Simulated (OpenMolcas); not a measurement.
**d6 ions of charge +4 down a group with 6 fluoride ligands in octahedral coordination**

| Quantity | Value |
| --- | --- |
| Program | OpenMolcas |
| Method | CASSCF |
| Spin-orbit coupling | state interaction with AMFI integrals over the reference wave functions |

The d shell is active. Anionic complexes are neutralised by point charges behind the ligands. Distances were set from a Shannon-type radius of the metal (high-spin where two are listed) plus a fixed donor radius (F 1.31 Å). Ligand basis ANO-RCC-VTZP, DKH2 Hamiltonian. States (labels of O, the rotations of Oh). Energies in cm-1 above the lowest state or level, χT in cm3 K/mol; under a threefold ground state the first gap can be a small split of the lowest multiplet, not the spin-orbit step; 10Dq and B are least-squares fits to the states below 45000 cm-1, weighted by degeneracy, with a free offset, and given where the rms deviation is under 5 % of |10Dq| (or 100 cm-1) and under 700 cm-1. Spin-only χT is S(S+1) / 2 for the spin of the ground state.

```json
{"Ion": "Ni4+", "Shell": "3d6", "R (Å)": "1.79", "Metal basis": "ANO-RCC-VTZP", "Outer charge (e at Å behind ligand)": "0.33 at 2.8", "Ground state": "5T2", "First state of that spin": "5E 18310", "10Dq": "", "B (rms of fit)": "", "First gap with spin-orbit (degeneracies)": "320.7 (3, 2)", "χT at 300 K": "4.101", "First state of another spin": "1A1 4650", "Spin-only χT": "3.000"}
{"Ion": "Pt4+", "Shell": "5d6", "R (Å)": "1.94", "Metal basis": "ANO-RCC-VTZP", "Outer charge (e at Å behind ligand)": "0.33 at 2.6", "Ground state": "1A1", "First state of that spin": "1T1 28427", "10Dq": "29804", "B (rms of fit)": "742 (216)", "First gap with spin-orbit (degeneracies)": "20473 (1, 2)", "χT at 300 K": "0.019", "First state of another spin": "3T1 22676", "Spin-only χT": "0.000"}
```

The rows also differ in their outer charges, so part of each step comes from that.

Below the highest spin of the shell: Pt4+. χT departs most from the spin-only value for Ni4+, by +1.101 cm3 K/mol.

Without dynamic correlation the repulsion within the d shell is too large (B by tens of per cent), so at a given field states of lower spin stand too high. Ligand-to-metal charge-transfer states are missing. With no ligand orbital active B as a rule stays too high, so bands that hang on it stand too high and its fall with covalency is understated. An orbital triplet at a regular site is open to Jahn-Teller coupling, which can distort the site and quench the lowest spin-orbit gaps and is left out (holds for Ni4+). This shell can be high or low spin here, a state of another spin lies low, and with metal d orbitals alone active their balance is uncertain, so the ground spin may be wrong (holds for Ni4+). The least metal-like active orbital is 71 % on the metal (Löwdin) and no ligand orbital is active, so the numbers are rough (holds for Ni4+). With metal d orbitals alone and no dynamic correlation the field as a rule comes out too small, by tens of per cent, by up to half for chloride and softer ligands, and with too little covalency χT stands high (holds for Ni4+). The least metal-like active orbital is 65 % on the metal (Löwdin) and no ligand orbital is active, so the numbers are rough, and ground spin, moment and any spin crossover can be artefacts of this space; highly charged d ions in such sites are as a rule low spin (holds for Pt4+). With metal d orbitals alone the field can be off either way by tens of per cent (holds for Pt4+). No measured value stands beside these numbers; the geometry was imposed, not optimised, and the real ion may take another.
